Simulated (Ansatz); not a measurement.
`B[SiH](B)O` + H₂ → `B[SiH2]O` + BH₃ at 400 K and 1 bar (hydrogenolysis of the Si–B bond).

Isolated molecules relaxed with PBE0-D4/def2-TZVP in Ansatz; ΔE leaves out vibrations. CCSD(T)/CBS adds triple-zeta CCSD(T) − MP2 to the extrapolated MP2 energy (def2 sets, frozen cores). This one scheme is used for every species. Each species was taken in one conformer, which may not be the lowest.

```json
{"species": "`B[SiH](B)O`", "CCSD(T)/CBS energy (Eh)": "-417.41590", "H − E (kJ/mol)": "198.5", "S (J/(mol·K))": "375.9"}
{"species": "H₂", "CCSD(T)/CBS energy (Eh)": "-1.17544", "H − E (kJ/mol)": "38.0", "S (J/(mol·K))": "139.0"}
{"species": "`B[SiH2]O`", "CCSD(T)/CBS energy (Eh)": "-392.05150", "H − E (kJ/mol)": "158.9", "S (J/(mol·K))": "327.5"}
{"species": "BH₃", "CCSD(T)/CBS energy (Eh)": "-26.55200", "H − E (kJ/mol)": "82.6", "S (J/(mol·K))": "199.4"}
```

H − E and S are ideal-gas, rigid-rotor, harmonic terms from PBE0-D4/def2-TZVP, for one conformer and one mirror image of each species. For small species the MP2-based limit differs from directly extrapolated CCSD(T) by up to some mEh (0.8 for H₂); such offsets cancel only in part. 1 Eh = 2625.50 kJ/mol, R = 8.31446 J/(mol·K).

Task: By hand: ΔE, ΔH, ΔS and ΔG.

Result: ΔE = (-392.05150) + (-26.55200) − (-417.41590) − (-1.17544) = -0.01216 Eh = -31.9 kJ/mol. Δ(H − E) = 158.9 + 82.6 − 198.5 − 38.0 = 5.0, so ΔH = -26.9 kJ/mol. ΔS = 327.5 + 199.4 − 375.9 − 139.0 = 12.0 J/(mol·K). ΔG = -26.9 − 400 × (12.0)/1000 = -31.7 kJ/mol.

Task: By hand: the equilibrium constant, and the temperature at which ΔG would vanish if ΔH and ΔS stayed fixed.

Result: log₁₀ K = −ΔG/(RT ln 10) = 4.1. ΔH and −TΔS have one sign here, so there is no such temperature.

The number of gas molecules stays the same, so ΔS is small and ΔH decides. A doubt of 5 kJ/mol in ΔE shifts log₁₀ K by 0.7 here. Other conformers and mirror images would add mixing entropy, several J/(mol·K) or more a flexible species. These are equilibria of isolated gas molecules and say nothing of rates. Largest T1 diagnostic: 0.014 (customary marks: 0.02 for closed shells, 0.045 for open ones).

ΔS is within the doubt of such terms, so its sign, and with it that verdict, could turn.
